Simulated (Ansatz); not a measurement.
Frontier orbitals of `S/C=C1/BN1`.

```xyz
9

S    -0.0019   -0.6347   -2.1985
C     0.8678   -0.3754   -0.6876
C     0.2720    0.1944    0.3520
B    -0.0912    0.8265    1.6768
N    -1.0038    0.6504    0.6712
H    -0.1297   -1.9739   -2.1368
H     1.9234   -0.6090   -0.6493
H     0.0550    1.2342    2.7751
H    -1.8916    0.6876    0.1970
```

Total charge 0; spin multiplicity 1. The structure was optimised at the PBE0-D4/def2-TZVP level. It is one conformer, not always the lowest. Basis def2-TZVPP, the Gaussian-basis code of Ansatz.

Orbital energies of one run (eV). Highest occupied ones, from the top: -7.27, -8.15, -9.86, -11.40, -12.45, -12.81, -13.65, -14.56, -16.11, -19.77, -21.25, -24.23, -29.82, -167.85. Empty: 0.24, 1.42, 1.73, 2.12, 2.40, 2.70.

**Question.** Which functional gave them?
A. r2SCAN
B. BHLYP
C. ωB97X-V
D. LC-ωPBE

**Answer.** B. HOMO energies: BHLYP -7.27, LC-ωPBE -8.96, ωB97X-V -8.59, r2SCAN -5.42 eV.

LC-ωPBE has ω = 0.4 bohr⁻¹.
